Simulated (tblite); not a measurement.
Species: C6H6S3.
Z-matrix (Å and degrees, GFN2-xTB geometry), rows numbered from 1:
```
C 
S   1  1.8134
C   2  1.7350  1  101.41
C   3  1.3797  2  124.60  1   178.53
C   4  1.3893  3  112.89  2   179.92
C   5  1.3849  4  113.82  3    -0.00
C   6  1.4046  5  129.06  4   179.77
S   7  1.6385  6  123.95  5    -0.40
S   3  1.7293  2  123.55  1    -1.69
H   1  1.0862  2  109.58  3    60.89
H   1  1.0851  2  106.32  3  -179.84
H   1  1.0861  2  109.52  3   -60.65
H   4  1.0745  3  122.43  2    -0.10
H   5  1.0748  4  124.46  3   179.97
H   7  1.0862  6  117.13  5   179.64
```

Method: GFN2-xTB as coded in tblite; computed harmonic values from a numerical Hessian at the method's own geometry, unscaled. This tight-binding method is rough: wavenumbers can miss measured ones by several per cent, in bad cases by 10 to 20. One conformer, not necessarily the lowest.

Harmonic wavenumbers (cm⁻¹): 49.6, 72.3, 111.1, 156.9, 173.5, 182.6, 272.4, 295.7, 316.0, 422.9, 440.9, 535.9, 607.0, 706.2, 733.7, 752.4, 786.0, 805.1, 848.4, 941.9, 942.3, 973.5, 1009.7, 1089.8, 1131.9, 1188.8, 1313.6, 1318.3, 1360.4, 1413.3, 1433.3, 1436.4, 1500.1, 2983.3, 3032.3, 3037.4, 3064.8, 3138.8, 3148.3.

A = 3569, B = 473.2, C = 419.0 MHz; mass 173.963 u (most abundant isotopes); point group Cs, symmetry number 1.

Problem. What is the zero-point energy?

Solution. ½Σν̃ = 21863 cm⁻¹ = 261.55 kJ/mol.

Problem. What is S at 273.15 K and 1 bar for an ideal gas of classical rigid rotors and harmonic oscillators?

Solution. Translation 171.37, rotation 126.51, vibration 109.73: S = 407.6 J/(mol K).

Problem. And Cp and H(273.15 K) − H(0)?

Solution. Cp = 145.29 J/(mol K), of which vibrations give 112.04 (their classical limit is 39 R = 324.3); H(273.15 K) − H(0) = 25.01 kJ/mol without the zero-point energy, 15.92 from vibrations.

Problem. Blend soft modes into free rotors: weight 1/[1 + (100 cm⁻¹/ν̃)⁴] for the oscillator and the rest for a rotor with moment μB/(μ + B), μ = h/(8π²ν), B = 10⁻⁴⁴ kg m². What vibrational entropy results?

Solution. 101.63 J/(mol K) in place of 109.73, which changes −T·S at 273.15 K by +2.21 kJ/mol.

Problem. How do the functions run with temperature in this model?

Solution. 
```tsv
T (K)	S (J/(mol K))	Cp (J/(mol K))	H − H(0) (kJ/mol)	G − H(0) (kJ/mol)	ln q(vib)
50	253.7	54.9	2.08	-10.60	0.47
100	299.6	79.4	5.46	-24.50	1.66
298.15	420.7	154.4	28.75	-96.69	6.83
373.15	458.2	179.8	41.31	-129.66	8.72
500	515.9	214.8	66.44	-191.51	11.82
750	612.3	259.7	126.28	-332.98	17.53
1000	691.1	286.9	194.86	-496.22	22.66
```

q(vib) and H(0) count from the zero-point level.

Problem. What must be added to the electronic energy to get the Gibbs energy at 273.15 K and 1 bar?

Solution. ZPE + [H(273.15 K) − H(0)] − T·S = 261.55 + 25.01 − 111.34 = 175.22 kJ/mol.

Hindered rotation and anharmonicity are outside this model. Other conformers, if any are populated, would add a mixing term that is left out.
